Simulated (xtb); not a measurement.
C2H3O2, charge -1, singlet, geometry from GFN2-xTB; GFN2-xTB (xtb).

The xtb input:
```
$ xtb mol.xyz --gfn 2 --chrg -1 --ohess --json

# file mol.xyz
7

C      0.11500632     0.05201120    -0.05302050
O      0.26258741     1.21666153    -0.49561643
O     -1.20825450    -0.24327257     0.45360888
H     -1.68617274     0.58417768     0.31791387
C      0.98094306    -0.97998349     0.03343690
H      0.68003939    -1.92741954     0.44895840
H      1.99577385    -0.87603609    -0.31331037
```

Task: Write the output that xtb gives for this input, abridged.

Result: 
```
   ID    Z sym.   atoms
    1    6 C      1, 5
    2    8 O      2, 3
    3    1 H      4, 6, 7

           -------------------------------------------------
          |                Calculation Setup                |
           -------------------------------------------------

           -------------------------------------------------
          |                 G F N 2 - x T B                 |
           -------------------------------------------------

          ...................................................
          :                      SETUP                      :
          :.................................................:
          :  # basis functions                  19          :
          :  # atomic orbitals                  19          :
          :  # shells                           11          :
          :  # electrons                        24          :
          :  max. iterations                   250          :
          :  Hamiltonian                  GFN2-xTB          :
          :  restarted?                      false          :
          :  GBSA solvation                  false          :
          :  PC potential                    false          :
          :  electronic temp.          300.0000000     K    :
          :  accuracy                    1.0000000          :
          :  -> integral cutoff          0.2500000E+02      :
          :  -> integral neglect         0.1000000E-07      :
          :  -> SCF convergence          0.1000000E-05 Eh   :
          :  -> wf. convergence          0.1000000E-03 e    :
          :  Broyden damping             0.4000000          :
          :  net charge                         -1          :
          :  unpaired electrons                  0          :
          ...................................................

 iter      E             dE          RMSdq      gap      omega  full diag
   1    -14.2006999 -0.142007E+02  0.527E+00    5.85       0.0  T
   2    -14.2391314 -0.384315E-01  0.273E+00    4.96       1.0  T
   3    -14.2409454 -0.181395E-02  0.158E+00    5.37       1.0  T
   4    -14.2452797 -0.433430E-02  0.529E-01    5.07       1.0  T
   5    -14.2457069 -0.427218E-03  0.132E-01    5.10       1.0  T
   6    -14.2457161 -0.921868E-05  0.441E-02    5.12       1.0  T
   7    -14.2457193 -0.324885E-05  0.134E-02    5.11       2.8  T
   8    -14.2457198 -0.418972E-06  0.587E-03    5.11       6.4  T
   9    -14.2457199 -0.931868E-07  0.169E-03    5.11      22.4  T
  10    -14.2457199 -0.842686E-08  0.494E-04    5.11      76.5  T
  11    -14.2457199 -0.953310E-09  0.170E-04    5.11     222.3  T

   *** convergence criteria satisfied after 11 iterations ***

         :::::::::::::::::::::::::::::::::::::::::::::::::::::
         ::                     SUMMARY                     ::
         :::::::::::::::::::::::::::::::::::::::::::::::::::::
         :: total energy             -14.118512270867 Eh    ::
         :: gradient norm              0.000024457728 Eh/a0 ::
         :: HOMO-LUMO gap              5.114252282020 eV    ::
         ::.................................................::
         :: SCC energy               -14.245719643516 Eh    ::
         :: -> isotropic ES            0.207985248013 Eh    ::
         :: -> anisotropic ES          0.004112556791 Eh    ::
         :: -> anisotropic XC         -0.001032542722 Eh    ::
         :: -> dispersion             -0.003222504975 Eh    ::
         :: repulsion energy           0.127207372649 Eh    ::
         :: add. restraining           0.000000000000 Eh    ::
         :: total charge              -1.000000000000 e     ::
         :::::::::::::::::::::::::::::::::::::::::::::::::::::

      -----------------------------------------------------------
     |                   =====================                   |
     |                        A N C O P T                        |
     |                   =====================                   |
     |               Approximate Normal Coordinate               |
     |                Rational Function Optimizer                |
      -----------------------------------------------------------
      -----------------------------------------------------------
     |                   =====================                   |
     |                        A N C O P T                        |
     |                   =====================                   |
     |               Approximate Normal Coordinate               |
     |                Rational Function Optimizer                |
      -----------------------------------------------------------

          ...................................................
          :                      SETUP                      :
          :.................................................:
          :   optimization level            normal          :
          :   max. optcycles                   200          :
          :   ANC micro-cycles                  20          :
          :   degrees of freedom                15          :
          :.................................................:
          :   RF solver                   davidson          :
          :   write xtbopt.log                true          :
          :   linear?                        false          :
          :   energy convergence         0.5000000E-05 Eh   :
          :   grad. convergence          0.1000000E-02 Eh/α :
          :   maxmium RF displ.          1.0000000          :
          :   Hlow (freq-cutoff)         0.1000000E-01      :
          :   Hmax (freq-cutoff)         5.0000000          :
          :   S6 in model hess.         20.0000000          :
          ...................................................

generating ANC from exact Hessian ...
Using Lindh-Hessian (1995)
 Shifting diagonal of input Hessian by    0.0000000000000000
 Lowest  eigenvalues of input Hessian
    0.000000    0.000000    0.000000    0.000000    0.000000    0.000000
[...]
 * total energy  :   -14.1185123 Eh     change       -0.1432277E-09 Eh
   *** GEOMETRY OPTIMIZATION CONVERGED AFTER 1 ITERATIONS ***
         :: total energy             -14.118512271010 Eh    ::
[...]
 ---------------------------------------------------------------------------
     1   6 C    3.910 --     5 C    1.593     2 O    1.424     3 O    0.887
     2   8 O    1.749 --     1 C    1.424     5 C    0.216
     3   8 O    1.955 --     4 H    0.917     1 C    0.887
     4   1 H    0.935 --     3 O    0.917
     5   6 C    3.822 --     1 C    1.593     6 H    0.980     7 H    0.978
                             2 O    0.216
     6   1 H    0.997 --     5 C    0.980
     7   1 H    0.997 --     5 C    0.978
 ---------------------------------------------------------------------------

Topologies differ in total number of bonds
Writing topology from bond orders to xtbtopo.mol

molecular dipole:
                 x           y           z       tot (Debye)
 q only:       -0.581      -0.237       0.259
   full:       -0.670      -0.279       0.301       1.997
molecular quadrupole (traceless):
                xx          xy          yy          xz          yz          zz
 q only:        0.971      -1.190      -3.535       1.325       2.925       2.564
  q+dip:        1.727      -2.786      -3.749       1.539       3.378       2.022
   full:        1.797      -2.541      -3.952       1.473       3.414       2.155

           -------------------------------------------------
          |               Frequency Printout                |
           -------------------------------------------------
 projected vibrational frequencies (cm⁻¹)
eigval :       -0.00    -0.00     0.00     0.00     0.00     0.00
eigval :      393.21   408.57   510.05   527.07   626.10   665.62
eigval :      799.16  1005.28  1127.13  1237.34  1431.96  1772.71
eigval :     3064.95  3082.66  3529.22
 reduced masses (amu)
   1: 13.08   2: 14.64   3: 15.15   4: 14.23   5: 12.11   6: 10.36   7:  3.41   8:  9.81
Molecule has the following symmetry elements: (sigma)
It seems to be the Cs point group
   9:  4.06  10: 12.95  11:  1.81  12: 10.28  13: 12.50  14:  6.55  15:  4.06  16: 10.24
  17:  4.44  18: 12.03  19:  1.50  20:  2.07  21:  1.87
 IR intensities (km·mol⁻¹)
   1: 18.23   2: 11.15   3:  9.58   4:  4.71   5:  4.39   6:  7.00   7: 38.82   8:  0.32
   9:158.02  10: 15.49  11:  0.06  12: 59.70  13:195.43  14:  9.08  15: 76.07  16:245.37
  17: 84.97  18:602.78  19: 73.83  20:210.52  21:  5.91
 Raman intensities (Ä⁴*amu⁻¹)
   1:  0.00   2:  0.00   3:  0.00   4:  0.00   5:  0.00   6:  0.00   7:  0.00   8:  0.00
   9:  0.00  10:  0.00  11:  0.00  12:  0.00  13:  0.00  14:  0.00  15:  0.00  16:  0.00
  17:  0.00  18:  0.00  19:  0.00  20:  0.00  21:  0.00
 output can be read by thermo (or use thermo option).
 writing <g98.out> molden fake output.
 recommended (thermochemical) frequency scaling factor: 1.0
           -------------------------------------------------
          |             Thermodynamic Functions             |
           -------------------------------------------------

cs  symmetry found (for desy threshold:  0.10E+00) used in thermo

          ...................................................
          :                      SETUP                      :
          :.................................................:
          :  # frequencies                          15      :
          :  # imaginary freq.                       0      :
          :  linear?                             false      :
          :  only rotor calc.                    false      :
          :  symmetry                               cs      :
          :  rotational number                       1      :
          :  scaling factor                  1.0000000      :
          :  rotor cutoff                   50.0000000 cm⁻¹ :
          :  imag. cutoff                  -20.0000000 cm⁻¹ :
          :.................................................:

    mode    ω/cm⁻¹     T·S(HO)/kcal·mol⁻¹    T·S(FR)/kcal·mol⁻¹   T·S(vib)
   ------------------------------------------------------------------------
   ------------------------------------------------------------------------

   temp. (K)  partition function   enthalpy   heat capacity  entropy
                                   cal/mol     cal/K/mol   cal/K/mol   J/K/mol
 298.15  VIB   1.84                  923.597      8.814      4.314
         ROT  0.338E+05              888.752      2.981     23.702
         INT  0.622E+05             1812.349     11.795     28.016
         TR   0.439E+27             1481.254      4.968     38.130
         TOT                        3293.6034    16.7627    66.1460   276.7547

       T/K    H(0)-H(T)+PV         H(T)/Eh          T*S/Eh         G(T)/Eh
   ------------------------------------------------------------------------
    298.15    0.524869E-02    0.512245E-01    0.314281E-01    0.197964E-01
   ------------------------------------------------------------------------

         :::::::::::::::::::::::::::::::::::::::::::::::::::::
         ::                  THERMODYNAMIC                  ::
         :::::::::::::::::::::::::::::::::::::::::::::::::::::
         :: total free energy         -14.098715868627 Eh   ::
         ::.................................................::
         :: total energy              -14.118512271010 Eh   ::
         :: zero point energy           0.045975794545 Eh   ::
         :: G(RRHO) w/o ZPVE           -0.026179392163 Eh   ::
         :: G(RRHO) contrib.            0.019796402383 Eh   ::
         :::::::::::::::::::::::::::::::::::::::::::::::::::::

optimized geometry written to: xtbopt.xyz

           -------------------------------------------------
          | TOTAL ENERGY              -14.118512271010 Eh   |
          | TOTAL ENTHALPY            -14.067287785431 Eh   |
          | TOTAL FREE ENERGY         -14.098715868627 Eh   |
          | GRADIENT NORM               0.000024114985 Eh/α |
          | HOMO-LUMO GAP               5.114237795232 eV   |
           -------------------------------------------------

normal termination of xtb
```
